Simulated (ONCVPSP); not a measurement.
## Varying the ONCV potential for V

Base potential:

```
Element                 : V
Generator               : ONCVPSP 4.0.1
Type                    : optimised norm-conserving Vanderbilt (ONCV)
Functional              : PBE
Relativity              : scalar-relativistic
Frozen core             : [Ar]
Valence charge          : 5
Reference configuration : 3d3 4s2
Partial waves           : 4s: rc 2.95 bohr, ncon 3, nbas 8, qcut 2 1/bohr, 1 projector; p scattering state at 0.22 Ha: rc 2.90 bohr, ncon 4, nbas 7, qcut 2.2 1/bohr, 2 projectors, debl 2.9 Ha; 3d: rc 1.60 bohr, ncon 5, nbas 10, qcut 12 1/bohr, 2 projectors, debl 2.9 Ha
Local potential         : polynomial inside 1.20 bohr (lpopt 1, dvloc0 0 Ha)
Core correction         : none
```

In the p channel the program set the typed energies aside and used 0.050, 2.950 Ha.

Cutoffs, loose and tight: the cutoffs (Ha) at which the residual kinetic energy of the hardest occupied pseudo-wave falls to 1 and 0.1 mHa per electron. They do not see the model core or the augmentation charge, which bear on the density cutoff. Test errors are all-electron minus pseudo excitation energies from the reference, over the configurations 3d3 4s1; 3d3 4s0; 3d2 4s0; 3d2 4s2 4p1. A dash means not determined; rows that change the core or the reference have their own tests.

A true bound ghost makes a file unfit for plane-wave use even where its test errors are small: the radial tests pick states by their node count and pass the ghost by.

| change | outcome | cutoff, loose | cutoff, tight | bound ghosts | GHOST(+) flags above zero | largest test error (meV) |
| --- | --- | --- | --- | --- | --- | --- |
| base | generated, projector energies reset by the program | 46 Ha | 53 Ha | s | p | -144 |
| p: rc 2.08 | generated | 46 Ha | 53 Ha | s | p | -124 |
| p: rc 2.74 | generated, projector energies reset by the program | 46 Ha | 53 Ha | s | p | -145 |
| p: rc 3.1 | generated, projector energies reset by the program | 46 Ha | 53 Ha | s | p | -141 |
| p: rc 3.5 | generated, projector energies reset by the program | 46 Ha | 53 Ha | s | p | -132 |
| p: rc 3.86 | generated, projector energies reset by the program | 46 Ha | 53 Ha | s | p | -109 |

**Question.** What comes out with this change to the base: p: rc 2.42?

**Answer.** outcome: generated; cutoff, loose: 46 Ha; cutoff, tight: 53 Ha; bound ghosts: s; GHOST(+) flags above zero: p; largest test error (meV): -137.

**Question.** What comes out with this change to the base: p: rc 4.12?

**Answer.** outcome: generated, projector energies reset by the program; cutoff, loose: 46 Ha; cutoff, tight: 53 Ha; bound ghosts: s; GHOST(+) flags above zero: p; largest test error (meV): +106.

Reading the sweep of the p radius (base included, trends over the rows without a ghost): Bound ghosts are found at 2.08, 2.42, 2.74, 2.9, 3.1, 3.5, 3.86, 4.12 bohr. Every judged row has one, so this setting neither creates nor removes them.
